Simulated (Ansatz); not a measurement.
C$_{4}$H$_{7}$B (`BC(C)=C=C`), relaxed with RKS PBE0-D4/def2-TZVP in Ansatz from a PBE-D4/def2-SVP geometry. The force threshold is 0.005 eV/Å; the program also tests the step.

Charge 0, multiplicity 1.

Start:

```xyz
12

B    -1.239    0.395    1.192
C    -0.064   -0.102    0.320
C     0.927   -1.153    0.790
C     0.010    0.451   -0.894
C     0.064    1.010   -2.082
H    -1.412   -0.075    2.305
H    -1.997    1.247    0.771
H     0.394   -2.074    1.104
H     1.665   -1.422    0.011
H     1.479   -0.789    1.681
H    -0.469    0.576   -2.946
H     0.642    1.934   -2.252
```

```csv
step,energy (eV),largest force (eV/Å),largest move (Å)
1,-4931.8663,0.608,0.000
2,-4931.9215,0.201,0.056
3 (rejected),-4931.8635,1.201,0.195
4,-4931.9231,0.359,0.024
5,-4931.9285,0.052,0.046
6,-4931.9287,0.039,0.028
7,-4931.9290,0.004,0.015
```

End:

```xyz
12

B    -1.233    0.396    1.184
C    -0.071   -0.100    0.314
C     0.918   -1.141    0.777
C     0.010    0.443   -0.882
C     0.067    0.993   -2.055
H    -1.391   -0.052    2.285
H    -1.981    1.227    0.764
H     0.397   -2.058    1.066
H     1.649   -1.386    0.006
H     1.453   -0.788    1.662
H    -0.458    0.563   -2.902
H     0.637    1.902   -2.220
```

Hardware: 4 threads of an Arm Neoverse V1 on a shared host. Wall time 19 s, peak host memory 0.44 GiB.
